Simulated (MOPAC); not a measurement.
MOPAC input (PM6):

```
PM6 PRECISE GNORM=0.05 LET XYZ CHARGE=-1 GEO-OK AUX(PRECISION=9) THREADS=1
C3H4Cl

C    -2.26163600 1    0.00599600 1   -0.66659800 1
C    -1.17511500 1   -0.64352900 1   -0.18132500 1
C     0.15782200 1   -0.30518500 1   -0.68231800 1
Cl    1.36016900 1    0.48665600 1    0.66472700 1
H    -3.17727400 1   -0.46858700 1   -0.24822700 1
H    -1.17630900 1   -1.47493600 1    0.54328700 1
H     0.11424500 1    0.46980100 1   -1.44108600 1
H     0.79003300 1   -1.14312100 1   -0.97288700 1
```

Output:

```
 *******************************************************************************
 **                                                                           **
 **                              MOPAC v23.2.5                                **
 **                                                                           **
 *******************************************************************************
 ** MOPAC's Digital Object Identifier: https://doi.org/10.5281/zenodo.6511958 **
 **                                                                           **
 ** Please cite the open-source release paper for use of this MOPAC version:  **
 ** J. E. Moussa and J. J. P. Stewart (2026)                                  **
 ** MOPAC: An open-source semiempirical molecular orbital program             **
 ** J. Open Source Softw., 11(119), 8025, https://doi.org/10.21105/joss.08025 **
 *******************************************************************************

                              PM6 CALCULATION RESULTS

 *******************************************************************************
 *  PM6        - The PM6 Hamiltonian to be used
 *  GEO-OK     - OVERRIDE INTERATOMIC DISTANCE AND OTHER SAFETY CHECKS
 *
 *
 *
 *                 CHARGE ON SYSTEM = -1
 *
 *
 *
 *  LET        - OVERRIDE SOME SAFETY CHECKS
 *  PRECISE    - TIGHTER CRITERIA TO BE USED
 *  XYZ        - CARTESIAN COORDINATE SYSTEM TO BE USED
 *  GNORM      - EXIT WHEN GRADIENT NORM DROPS BELOW 0.050
 *  AUX        - OUTPUT AUXILIARY INFORMATION
 *******************************************************************************
PM6 PRECISE GNORM=0.05 LET XYZ CHARGE=-1 GEO-OK AUX(PRECISION=9) THREADS=1
 C3H4Cl

   ATOM   CHEMICAL          X               Y               Z
  NUMBER   SYMBOL      (ANGSTROMS)     (ANGSTROMS)     (ANGSTROMS)

     1       C         -2.26163600  *   0.00599600  *  -0.66659800  *
     2       C         -1.17511500  *  -0.64352900  *  -0.18132500  *
     3       C          0.15782200  *  -0.30518500  *  -0.68231800  *
     4      Cl          1.36016900  *   0.48665600  *   0.66472700  *
     5       H         -3.17727400  *  -0.46858700  *  -0.24822700  *
     6       H         -1.17630900  *  -1.47493600  *   0.54328700  *
     7       H          0.11424500  *   0.46980100  *  -1.44108600  *
     8       H          0.79003300  *  -1.14312100  *  -0.97288700  *

          CARTESIAN COORDINATES

    NO.       ATOM           X           Y           Z

     1         C         -2.2616      0.0060     -0.6666
     2         C         -1.1751     -0.6435     -0.1813
     3         C          0.1578     -0.3052     -0.6823
     4        Cl          1.3602      0.4867      0.6647
     5         H         -3.1773     -0.4686     -0.2482
     6         H         -1.1763     -1.4749      0.5433
     7         H          0.1142      0.4698     -1.4411
     8         H          0.7900     -1.1431     -0.9729

 General Reference for PM6:
 "Optimization of Parameters for Semiempirical Methods V: Modification of NDDO Approximations
 and Application to 70 Elements", J. J. P. Stewart, J. Mol. Mod., 13, 1173-1213 (2007)
 URL: https://link.springer.com/article/10.1007/s00894-007-0233-4

           Empirical Formula: C3 H4 Cl  =     8 atoms

      MOLECULAR POINT GROUP   :   C1

      RHF CALCULATION, NO. OF DOUBLY OCCUPIED LEVELS = 12

          Geometry optimization using EF

          DIAGONAL MATRIX USED AS START HESSIAN

 CYCLE:     1  GRAD.:    58.290 HEAT:  34.94202
 CYCLE:     2  GRAD.:   557.966 HEAT:  51.60338
 CYCLE:     3  GRAD.:   335.347 HEAT:  43.48091
 CYCLE:     4  GRAD.:   325.199 HEAT:  63.63755
 CYCLE:     5  GRAD.:   140.417 HEAT:  40.10928
 CYCLE:     6  GRAD.:   391.885 HEAT:  56.48175
 CYCLE:     7  GRAD.:    81.283 HEAT:  33.40033
 CYCLE:     8  GRAD.:   151.805 HEAT:  40.00462
 CYCLE:     9  GRAD.:    43.149 HEAT:  31.92709
 CYCLE:    10  GRAD.:    78.712 HEAT:  34.41844
 CYCLE:    11  GRAD.:    18.605 HEAT:  31.26940
 CYCLE:    12  GRAD.:    32.786 HEAT:  31.68165
 CYCLE:    13  GRAD.:    16.661 HEAT:  31.11857
 CYCLE:    14  GRAD.:    29.422 HEAT:  31.65881
 CYCLE:    15  GRAD.:     2.155 HEAT:  30.95145
 CYCLE:    16  GRAD.:     1.680 HEAT:  30.93712
 CYCLE:    17  GRAD.:     3.143 HEAT:  30.92144
 CYCLE:    18  GRAD.:     0.708 HEAT:  30.91307
 CYCLE:    19  GRAD.:     0.422 HEAT:  30.91240
 CYCLE:    20  GRAD.:     0.246 HEAT:  30.91188
 CYCLE:    21  GRAD.:     0.577 HEAT:  30.91112
 CYCLE:    22  GRAD.:     0.743 HEAT:  30.91045
 CYCLE:    23  GRAD.:     0.922 HEAT:  30.90859
 CYCLE:    24  GRAD.:     0.333 HEAT:  30.90743
 CYCLE:    25  GRAD.:     0.155 HEAT:  30.90702
 CYCLE:    26  GRAD.:     0.078 HEAT:  30.90696
 CYCLE:    27  GRAD.:     0.034 HEAT:  30.90695

     GRADIENT =  0.03360 IS LESS THAN CUTOFF =  0.05000

 -------------------------------------------------------------------------------
 PM6 PRECISE GNORM=0.05 LET XYZ CHARGE=-1 GEO-OK AUX(PRECISION=9) THREADS=1
 C3H4Cl

     GEOMETRY OPTIMISED USING EIGENVECTOR FOLLOWING (EF).
     SCF FIELD WAS ACHIEVED

                              PM6 CALCULATION
                                                       MOPAC v23.2.5 Linux

          FINAL HEAT OF FORMATION =         30.90695 KCAL/MOL =     129.31466 KJ/MOL

          COSMO AREA              =        111.73 SQUARE ANGSTROMS
          COSMO VOLUME            =         96.95 CUBIC ANGSTROMS

          GRADIENT NORM           =          0.03360          =       0.01188 PER ATOM
          IONIZATION POTENTIAL    =          1.974218 EV
          HOMO LUMO ENERGIES (EV) =         -1.974  5.351
          NO. OF FILLED LEVELS    =         12
          MOLECULAR WEIGHT        =         75.5176         POINT GROUP:  C1

          MOLECULAR DIMENSIONS (Angstroms)

            Atom       Atom       Distance
            H     5   Cl     4     4.69597
            H     7    H     6     2.91393
            H     5    H     8     2.08063

          SCF CALCULATIONS        =         28

   ATOM   CHEMICAL          X               Y               Z
  NUMBER   SYMBOL      (ANGSTROMS)     (ANGSTROMS)     (ANGSTROMS)

     1       C         -2.22678805  *  -0.06040552  *  -0.62835329  *
     2       C         -1.13306183  *  -0.65266848  *  -0.15186960  *
     3       C          0.15998437  *  -0.29338317  *  -0.71552170  *
     4      Cl          1.30573725  *   0.46582992  *   0.65788626  *
     5       H         -3.22446626  *  -0.26055497  *  -0.34300410  *
     6       H         -1.10341348  *  -1.40352152  *   0.63242518  *
     7       H          0.12816526  *   0.51719470  *  -1.45714683  *
     8       H          0.80030317  *  -1.12641192  *  -1.02970015  *

                             CARTESIAN COORDINATES

   1    C       -2.226788054    -0.060405519    -0.628353287
   2    C       -1.133061834    -0.652668476    -0.151869598
   3    C        0.159984366    -0.293383175    -0.715521701
   4   Cl        1.305737253     0.465829923     0.657886259
   5    H       -3.224466264    -0.260554973    -0.343004102
   6    H       -1.103413477    -1.403521516     0.632425183
   7    H        0.128165257     0.517194701    -1.457146830
   8    H        0.800303172    -1.126411915    -1.029700148

           Empirical Formula: C3 H4 Cl  =     8 atoms

      MOLECULAR POINT GROUP   :   C1

                  EIGENVALUES
 -22.70473 -21.10490 -17.32866 -12.86473 -10.81292  -9.10362  -8.30781  -7.42252
  -6.22983  -6.13862  -3.88273  -1.97422   5.35100   8.01978   9.89965   9.99556
  10.37535  11.84388  12.99267  13.28127  98.15429  98.19164  98.30665  98.73612
  98.74105

              NET ATOMIC CHARGES AND DIPOLE CONTRIBUTIONS

  ATOM NO.   TYPE          CHARGE      No. of ELECS.   s-Pop       p-Pop       d-Pop
    1          C          -0.527979        4.5280     1.32912     3.19886
    2          C          -0.379677        4.3797     1.08366     3.29601
    3          C           0.073634        3.9264     1.13940     2.78696
    4         Cl          -0.491157        7.4912     1.99377     5.49267     0.00471
    5          H           0.047568        0.9524     0.95243
    6          H           0.077414        0.9226     0.92259
    7          H           0.122065        0.8779     0.87793
    8          H           0.078130        0.9219     0.92187
 DIPOLE           X         Y         Z       TOTAL
 POINT-CHG.     4.200    -0.424    -0.819     4.300
 HYBRID         0.233    -1.007     1.346     1.697
 SUM            4.433    -1.432     0.528     4.688

          ATOMIC ORBITAL ELECTRON POPULATIONS

     Atom    s        px        py        pz      x^2-y^2     xz        z^2       yz        xy
    1  C   1.32912   0.98223   1.08453   1.13210
    2  C   1.08366   0.98034   1.16650   1.14917
    3  C   1.13940   0.93400   1.00429   0.84867
    4 Cl   1.99377   1.81144   1.92483   1.75640   0.00055   0.00154   0.00083   0.00102   0.00076
    5  H   0.95243
    6  H   0.92259
    7  H   0.87793
    8  H   0.92187

 **********************
 *                    *
 * JOB ENDED NORMALLY *
 *                    *
 **********************

 == MOPAC DONE ==
```

The dipole moment of an ion depends on the origin.

The geometry given is a B3LYP-D3(BJ)/def2-TZVP minimum.
